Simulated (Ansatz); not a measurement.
The first iterations of a band of C2H8Al2ClGa (14 atoms, charge 0, multiplicity 1).

All numbers below come from Ansatz, RHF/def2-SVP.

```
movable images  : 5
climbing image  : yes
spring          : 5.0 eV/Å²
optimiser       : quadratic models (default)
start path      : IDPP
force threshold : 0.03 eV/Å
iteration limit : 60
end points      : relaxed
```

Image 0:

```xyz
14
Properties=species:S:1:pos:R:3
C -2.225 2.304 -0.694
Ga -0.354 1.818 -0.187
Al 0.256 -0.041 1.475
C 0.610 -1.852 0.756
Al 2.259 -2.420 -0.188
Cl 0.051 -1.871 -1.150
H -2.330 2.312 -1.782
H -2.980 1.634 -0.279
H -2.444 3.319 -0.346
H 0.797 2.656 -0.894
H 0.440 0.036 3.052
H 0.035 -2.680 1.168
H 3.296 -1.291 -0.562
H 2.576 -3.956 -0.339
```

Image 6:

```xyz
14
Properties=species:S:1:pos:R:3
C 0.284 2.632 -1.263
Ga -0.993 1.786 0.020
Al -0.359 -0.046 1.701
C -0.352 -1.918 1.052
Al 1.059 -2.719 -0.087
Cl -1.174 -1.932 -0.762
H 0.528 3.640 -0.912
H 1.219 2.079 -1.367
H -0.171 2.738 -2.251
H -2.495 2.303 -0.040
H 0.079 0.073 3.224
H -0.964 -2.648 1.580
H 2.156 -1.734 -0.653
H 1.171 -4.285 -0.211
```

| iteration | highest image above the first end (eV) | largest band force component (eV/Å) |
| --- | --- | --- |
| 1 | 0.164 | 0.501 |
| 2 | 0.109 | 0.251 |
| 3 | 0.079 | 0.096 |

Problem. Does the band converge within its limit, and where does its top end?

Solution. The run converged. It ended after 9 iterations with the highest image 0.063 eV above the first end. A vibrational analysis at the climbing image gives no mode beyond 40i cm⁻¹: the surface is too flat there to confirm a saddle point.

Time of the run: 2.7 min on 2 threads of Intel(R) Xeon(R) Platinum 8488C (Sapphire Rapids), on a shared host, peak memory 0.51 GiB.
